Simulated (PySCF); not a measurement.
Level of theory: PBE-D3(BJ)/def2-TZVP // B3LYP-D3(BJ)/def2-TZVP (PySCF 2.14.0). Isolated molecules, 0 K electronic values unless said otherwise. 

Reference species (SMILES): `[Cl][InH][Cl]` (neutral, multiplicity 1).

```yaml
HOMO–LUMO gap: 4.72 eV
LUMO: -2.80 eV
HOMO: -7.52 eV
```

Changed species: `[InH2][Cl]` (2 of 3 Cl replaced by H; the reference has 1 of 3 Cl replaced by H).

**Question.** What does the change do to the HOMO–LUMO gap, LUMO and HOMO?

**Answer.** the HOMO–LUMO gap decreases by 0.57 eV, to 4.15 eV; the LUMO rises by 0.08 eV, to -2.72 eV; the HOMO rises by 0.65 eV, to -6.87 eV.
